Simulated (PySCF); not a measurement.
Geometry (Å), atoms numbered from 1 in this order:
```xyz
14

C     3.069   -0.106    0.442
O     1.728    0.241    0.779
C     0.778   -0.111   -0.071
O     0.936   -0.727   -1.090
C    -0.593    0.395    0.419
O    -0.732    1.409    1.045
O    -1.569   -0.391    0.047
Si   -3.183   -0.071    0.356
H     3.086   -1.033   -0.135
H     3.605   -0.223    1.381
H     3.515    0.696   -0.148
H    -3.744   -1.204   -0.362
H    -3.514    1.233   -0.205
H    -3.384   -0.109    1.800
```

- σ from GIAO-PBE0/pcSseg-1
- geometry: GFN2-xTB
- program: PySCF 2.14.0 with density-fitted response routines
- rapidly exchanging positions averaged, isolated molecule, no relativistic terms, single conformer

Scale: ¹³C (186.93 ppm) and ¹H (31.72 ppm) and ²⁹Si (349.16 ppm) against TMS; H2O for ¹⁷O (336.08 ppm) (reference shieldings calculated alike).

```json
{"atoms": "O6", "nucleus": "¹⁷O", "count": "1", "Hirshfeld charge": "-0.24", "δ (ppm)": "453.0"}
{"atoms": "H12/H13/H14", "nucleus": "¹H", "count": "3", "Hirshfeld charge": "-0.07", "δ (ppm)": "?"}
{"atoms": "Si8", "nucleus": "²⁹Si", "count": "1", "Hirshfeld charge": "0.41", "δ (ppm)": "?"}
{"atoms": "C3", "nucleus": "¹³C", "count": "1", "Hirshfeld charge": "0.20", "δ (ppm)": "165.6"}
{"atoms": "O2", "nucleus": "¹⁷O", "count": "1", "Hirshfeld charge": "-0.09", "δ (ppm)": "191.9"}
{"atoms": "C1", "nucleus": "¹³C", "count": "1", "Hirshfeld charge": "-0.03", "δ (ppm)": "53.5"}
{"atoms": "O7", "nucleus": "¹⁷O", "count": "1", "Hirshfeld charge": "-0.18", "δ (ppm)": "183.4"}
{"atoms": "C5", "nucleus": "¹³C", "count": "1", "Hirshfeld charge": "0.21", "δ (ppm)": "164.8"}
{"atoms": "H9/H10/H11", "nucleus": "¹H", "count": "3", "Hirshfeld charge": "0.06", "δ (ppm)": "?"}
{"atoms": "O4", "nucleus": "¹⁷O", "count": "1", "Hirshfeld charge": "-0.25", "δ (ppm)": "431.9"}
```

Complete the table.

Answers


- H12/H13/H14: 4.94 ppm, hydrogen on a silicon bonded to O
- H9/H10/H11: 4.16 ppm, hydrogen on a methyl carbon bonded to O; its carbon carries O, hence the downfield position
- Si8: -36.0 ppm, silicon bonded to O, 3 H

Shifts are as computed. Against solution values, carbons near 30 ppm lie about +3 ppm off and those near 130 ppm about +5 ppm. Of 1211 compounds with measured shifts, 218 miss one by over three times the rms of a fit or turn the order of signals round; such compounds aren't used in these exercises. Unscaled 17O shifts of doubly bonded oxygen tend to come out too high, by tens of ppm or more. Experimental scales use liquid or dissolved standards, which lie at an offset from isolated H2O (liquid H2O: subtract about 36 ppm).
